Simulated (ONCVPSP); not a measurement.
# How hard is this neodymium (Nd) ONCV potential?

```
Element                 : Nd (Z = 60)
Generator               : ONCVPSP 4.0.1
Type                    : optimised norm-conserving Vanderbilt (ONCV)
Functional              : PBE
Relativity              : scalar-relativistic
Frozen core             : [Kr] 4d10
Valence charge          : 14
Reference configuration : 4f3.5 5s2 5p6 5d0.5 6s2
Partial waves           : 5s+6s: rc 2.25 bohr, ncon 4, nbas 8, qcut 4.1 1/bohr, 2 projectors; 5p: rc 2.10 bohr, ncon 3, nbas 7, qcut 7.5 1/bohr, 2 projectors, debl 3.4 Ha; 5d: rc 2.85 bohr, ncon 4, nbas 7, qcut 3.7 1/bohr, 1 projector; 4f: rc 1.10 bohr, ncon 3, nbas 8, qcut 13.3 1/bohr, 2 projectors, debl 3.7 Ha
Local potential         : polynomial inside 0.95 bohr (lpopt 5, dvloc0 1 Ha)
Core correction         : Teter function, fcfact 1.75, rcfact 1.45
```

**Question.** For each optimised wave give the share of its norm inside rc, the residual kinetic energy above qcut (Ha) and the cutoffs (Ha) for errors of 10, 1, 0.1 and 0.01 mHa per electron.

**Answer.**

```tsv
wave	norm inside rc	residual KE	10 mHa	1 mHa	0.1 mHa	0.01 mHa
5s	0.935	3.6e-04	4.7	7.3	22.0	35.9
6s	0.053	2.2e-04	2.1	6.8	10.0	36.0
5p	0.779	4.9e-08	11.4	16.1	19.8	22.5
p projector 2	0.166	2.2e-07	14.2	19.5	22.7	25.1
5d	0.528	2.6e-04	4.4	6.0	9.9	19.7
4f	0.644	1.8e-04	71.3	80.9	128.5	401.2
f projector 2	0.067	4.2e-04	72.2	84.0	147.0	305.9
```

The occupied waves need 81 Ha and 128 Ha for 1 and 0.1 mHa. Note: ghosts flagged at negative energy: s at -197.4 eV; GHOST(+) flagged for p at 28.1 eV, d at 40.9 eV. A true bound ghost makes a file unfit for plane-wave use. Tests left out (the all-electron energies of this program are off by 10 to 40 meV for near-neutral 4f atoms).
